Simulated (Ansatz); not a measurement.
Reaction (silylene formation by 1,1-elimination): `[SiH3]C1[SiH2]S1` → `C1[SiH2]S1` + `[SiH2]`

Gas-phase electronic energies from Ansatz, PBE0-D4/def2-TZVP geometries. CCSD(T)/CBS adds triple-zeta CCSD(T) − MP2 to the extrapolated MP2 energy (def2 sets, frozen cores). This one scheme is used for every species. Functionals use def2-TZVPP. B3LYP here is the variant with VWN-RPA as its local correlation; programs differ in this. HSE06 is defined as in plane-wave codes.

```
         level  ΔE (kJ/mol)
     revPBE-D4        244.9
      B3LYP-D4        241.4
      HSE06-D4        256.9
      BHLYP-D4        251.9
       r2SCANh        262.5
       LC-ωPBE        259.8
 HF/def2-QZVPP        223.1
CCSD/CBS(def2)        242.5
```

What does CCSD(T)/CBS give? (An estimate is asked.)

Computed: +248.4 kJ/mol. The listed levels differ from it by -3.5, -7.0, 8.5, 3.5, 14.1, 11.4, -25.3, -5.9 kJ/mol.

Largest T1 diagnostic among the species: 0.014.

Leaving LDA and LC-ωPBE aside and taking each functional with its dispersion term where it has one, the values, not all of them listed here, spread over 34.6 kJ/mol, from BLYP-D4 to r2SCAN0-D4. LDA lies +36.4 kJ/mol from PBE without D4. At CCSD(T), def2-SVP lies −16.4 kJ/mol from the extrapolated value and def2-TZVPP −8.0 kJ/mol.
